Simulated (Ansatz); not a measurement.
Computed with Ansatz on PBE0-D4/def2-TZVP structures; ΔE is electronic, products minus reactants. CCSD(T)/CBS adds triple-zeta CCSD(T) − MP2 to the extrapolated MP2 energy (def2 sets, frozen cores). This one scheme is used for every species. Elements past krypton have def2 core potentials. For Cd outer-core shells are correlated without core-valence functions, which leaves a few kJ/mol of doubt a bond. Each species was taken in one conformer, which may not be the lowest.

Reaction (redistribution): `[CH3][Cd][OH]` + `[SiH3]O[Si]S` → `[CH3][Cd][SH]` + `O[Si]O[SiH3]`

`[CH3][Cd][OH]`:

Cartesian coordinates in Å:
```
C 0.364 -0.360 1.265
Cd -0.317 0.170 -0.634
O -1.078 0.650 -2.392
H 0.079 0.403 1.990
H 1.450 -0.454 1.258
H -0.072 -1.314 1.564
H -0.427 0.904 -3.049
```

`[SiH3]O[Si]S`:

Z-matrix (Å, degrees):
```
Si
O 1 1.648
H 1 1.483 2 108.6
H 1 1.486 2 110.3 3 120.3
H 1 1.483 2 108.6 3 -119.5
Si 2 1.649 1 141.5 3 -119.9
S 6 2.159 2 100.2 1 179.8
H 7 1.345 6 95.5 2 0.0
```

`[CH3][Cd][SH]`:

Cartesian coordinates in Å:
```
C -1.061 0.010 0.974
Cd 0.601 0.190 -0.305
S 2.470 0.416 -1.713
H -0.736 -0.304 1.966
H -1.755 -0.731 0.576
H -1.575 0.969 1.054
H 2.057 -0.550 -2.551
```

`O[Si]O[SiH3]`:

```xyz
8

O     2.377    1.436   -0.177
Si    0.826    1.622    0.329
O     0.196    0.128   -0.007
Si   -1.199   -0.742    0.083
H     2.639    0.585   -0.546
H    -1.589   -1.165   -1.285
H    -2.287    0.076    0.678
H    -0.962   -1.940    0.926
```

```tsv
species	CCSD(T)/CBS(def2) energy (Eh)
`[CH3][Cd][OH]`	-283.34678
`[SiH3]O[Si]S`	-1053.58849
`[CH3][Cd][SH]`	-605.97164
`O[Si]O[SiH3]`	-731.01400
```

**Question.** Work out ΔE.

**Answer.** ΔE = (-605.97164) + (-731.01400) − (-283.34678) − (-1053.58849) = -0.05037 Eh = -132.2 kJ/mol.

Largest T1 diagnostic among the species: 0.015.

In def2-TZVPP, CCSD(T) changes the Hartree–Fock value by +24.9 kJ/mol (the triples alone add +4.3 kJ/mol) and MP2 by +23.9 kJ/mol. Leaving LDA and LC-ωPBE aside and taking each functional with its dispersion term where it has one, the values, not all of them listed here, spread over 29.2 kJ/mol, from BHLYP-D4 to revPBE-D4. LDA lies −7.5 kJ/mol from PBE without D4. From PBE to PBE0 (25 % exact exchange), in def2-TZVPP and without D4, ΔE moves by −12.6 kJ/mol.
